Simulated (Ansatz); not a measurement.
Pb₃O₂⁺. Charge 1, multiplicity 2. Geometry PBE-D4/def2-SVP, that of the neutral singlet; atoms count from 1.

```
atom    x (Å)    y (Å)    z (Å)
 Pb1   1.6605  -0.8335  -0.2586
 Pb2  -1.2845   1.0030  -0.9289
 Pb3  -0.5370  -0.2421   1.6956
  O4  -0.5459  -1.1001  -0.6155
  O5   0.7069   1.1728   0.1074
```

In the def2 sets Pb takes a core potential; there is no spin–orbit coupling. The structure comes from a short search, and lower isomers may exist.

**Question.** Estimate the Mulliken populations from the PBE0/def2-TZVP orbitals of Ansatz.

**Answer.** 
```tsv
atom	charge (e)	spin (α − β)
Pb1	0.91	0.19
Pb2	0.91	0.19
Pb3	0.62	0.63
O4	-0.72	-0.01
O5	-0.72	-0.01
```
Mulliken values and Mayer orders depend strongly on the basis.

**Question.** Where does the spin sit?

**Answer.** Summed by element: Pb 1.02, O -0.02, of 1 unpaired in all. Largest on single atoms: Pb3 0.63, Pb2 0.19, Pb1 0.19.

**Question.** And the Mayer bond orders between bonded heavy atoms (over 0.3)?

**Answer.** Pb1–Pb3 0.32 (3.00 Å); Pb1–O4 0.65 (2.25 Å); Pb1–O5 0.65 (2.25 Å); Pb2–Pb3 0.32 (3.00 Å); Pb2–O4 0.65 (2.25 Å); Pb2–O5 0.65 (2.25 Å); Pb3–O4 0.54 (2.47 Å); Pb3–O5 0.54 (2.46 Å).
